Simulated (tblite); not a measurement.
Species: C4H10BOP.
Atom-mapped SMILES: `[CH2:1]=[CH:2][CH2:3][CH2:4][O:5][BH:6][PH2:7]` (hydrogens: H8, H9 on C1; H10 on C2; H11, H12 on C3; H13, H14 on C4; H15 on B6; H16, H17 on P7)

Computed with GFN2-xTB (tblite), gas phase: L-BFGS steps from a force-field or distance-geometry start until the largest atomic force falls under 0.01 eV/Å.

Step 6: E = -583.9852 eV
```
atom  x, y, z in Å  |  force x, y, z in eV/Å
C1     -2.8455    0.6469    0.6270   -0.052  -0.125  -0.096
C2     -2.4706   -0.3118   -0.2123   -0.152   0.381   0.437
C3     -1.0550   -0.7481   -0.4310    0.021  -0.162  -0.130
C4     -0.0895    0.0829    0.3959    0.250  -0.259   0.021
O5      1.2751   -0.1615    0.0484    0.241   0.117   0.430
B6      2.2280    0.1450    0.9292   -0.169   0.382  -0.258
P7      4.1460    0.3066    0.5756   -0.106  -0.166   0.047
H8     -2.1423    1.2228    1.2179   -0.277  -0.150  -0.151
H9     -3.8890    0.9003    0.7692    0.197  -0.060  -0.089
H10    -3.2268   -0.8540   -0.7634    0.080  -0.039  -0.063
H11    -0.7847   -0.6615   -1.4887   -0.084   0.022   0.029
H12    -0.9652   -1.8095   -0.1680    0.018   0.087  -0.011
H13    -0.2426    1.1342    0.1738   -0.163   0.308  -0.008
H14    -0.2858   -0.0909    1.4708    0.321   0.038  -0.297
H15     1.9064    0.4598    2.0199    0.030  -0.078   0.202
H16     4.2173    0.7728   -0.7351   -0.363  -0.237   0.093
H17     4.2171   -1.0220    0.2102    0.206  -0.057  -0.154
```

Step 7: E = -584.0138 eV
```
atom  x, y, z in Å  |  force x, y, z in eV/Å
C1     -2.8489    0.6436    0.6237   -0.168   0.227   0.227
C2     -2.4698   -0.3112   -0.2066   -0.039  -0.006   0.060
C3     -1.0481   -0.7493   -0.4290   -0.170  -0.071  -0.111
C4     -0.0784    0.0857    0.3931    0.059  -0.176  -0.071
O5      1.2874   -0.1605    0.0481   -0.055   0.202   0.304
B6      2.2258    0.1557    0.9298    0.165   0.336  -0.003
P7      4.1529    0.3045    0.5850   -0.205  -0.195  -0.018
H8     -2.1475    1.2221    1.2170   -0.291  -0.170  -0.160
H9     -3.8938    0.9021    0.7686    0.276  -0.103  -0.124
H10    -3.2263   -0.8545   -0.7668    0.202   0.020   0.024
H11    -0.7923   -0.6608   -1.4886   -0.041   0.021  -0.004
H12    -0.9678   -1.8117   -0.1704    0.067   0.091   0.016
H13    -0.2535    1.1430    0.1740   -0.011   0.047   0.017
H14    -0.2763   -0.0925    1.4654    0.329   0.055  -0.246
H15     1.9097    0.4605    2.0279    0.004  -0.054   0.125
H16     4.1970    0.7517   -0.7288   -0.303  -0.117   0.042
H17     4.2231   -1.0164    0.1968    0.184  -0.107  -0.078
```

Step 8: E = -584.0388 eV
```
atom  x, y, z in Å  |  force x, y, z in eV/Å
C1     -2.8548    0.6440    0.6243   -0.059   0.096   0.122
C2     -2.4692   -0.3120   -0.2014   -0.013  -0.038  -0.016
C3     -1.0452   -0.7507   -0.4284   -0.202   0.034  -0.063
C4     -0.0683    0.0873    0.3882   -0.137  -0.056  -0.120
O5      1.2976   -0.1565    0.0524   -0.213   0.250   0.087
B6      2.2268    0.1721    0.9311    0.333   0.217   0.245
P7      4.1552    0.2990    0.5926   -0.212  -0.179  -0.078
H8     -2.1566    1.2193    1.2143   -0.167  -0.065  -0.042
H9     -3.8945    0.9021    0.7660    0.106  -0.077  -0.111
H10    -3.2220   -0.8544   -0.7691    0.212   0.021   0.052
H11    -0.7997   -0.6598   -1.4888   -0.017   0.014  -0.044
H12    -0.9691   -1.8125   -0.1722    0.095   0.067   0.032
H13    -0.2634    1.1502    0.1748    0.111  -0.162   0.019
H14    -0.2618   -0.0932    1.4567    0.274   0.050  -0.120
H15     1.9128    0.4600    2.0374   -0.004  -0.008   0.055
H16     4.1732    0.7310   -0.7223   -0.244  -0.007  -0.012
H17     4.2321   -1.0139    0.1837    0.139  -0.158  -0.008
```

Task: Estimate the geometry and energy of step 9. (The exact step hangs on the optimiser's Hessian estimate; all steps are aligned on step 8, rigid shifts and turns removed.)

Result: E = -584.0578 eV, largest force 0.407 eV/Å
```
atom  x, y, z in Å  |  force x, y, z in eV/Å
C1     -2.8599    0.6443    0.6254    0.015  -0.031   0.011
C2     -2.4693   -0.3120   -0.1962    0.043  -0.068  -0.085
C3     -1.0462   -0.7511   -0.4290   -0.113   0.081  -0.022
C4     -0.0632    0.0878    0.3819   -0.191   0.057  -0.094
O5      1.3042   -0.1474    0.0586   -0.175   0.257  -0.083
B6      2.2319    0.1885    0.9358    0.238   0.051   0.326
P7      4.1534    0.2912    0.5973   -0.130  -0.136  -0.121
H8     -2.1667    1.2162    1.2117   -0.008   0.064   0.099
H9     -3.8941    0.9009    0.7617   -0.101  -0.037  -0.085
H10    -3.2146   -0.8542   -0.7701    0.139  -0.010   0.038
H11    -0.8063   -0.6587   -1.4899   -0.019   0.007  -0.068
H12    -0.9682   -1.8121   -0.1731    0.093   0.047   0.034
H13    -0.2693    1.1529    0.1758    0.154  -0.229  -0.004
H14    -0.2447   -0.0928    1.4476    0.167   0.025   0.030
H15     1.9153    0.4597    2.0465    0.000   0.043   0.037
H16     4.1486    0.7137   -0.7172   -0.199   0.073  -0.058
H17     4.2421   -1.0149    0.1726    0.085  -0.194   0.045
```

The energy changes by -0.0190 eV. The first-order estimate −F·Δx gives -0.0272 eV and the mean of the old and new forces, exact on a quadratic surface, -0.0189 eV. The step makes an angle of 56° with the force vector and moves no atom by more than 0.030 Å.

The cost below is that of the whole relaxation. The run took 1.1 s wall on one thread of an Arm Neoverse N1, on a shared host.
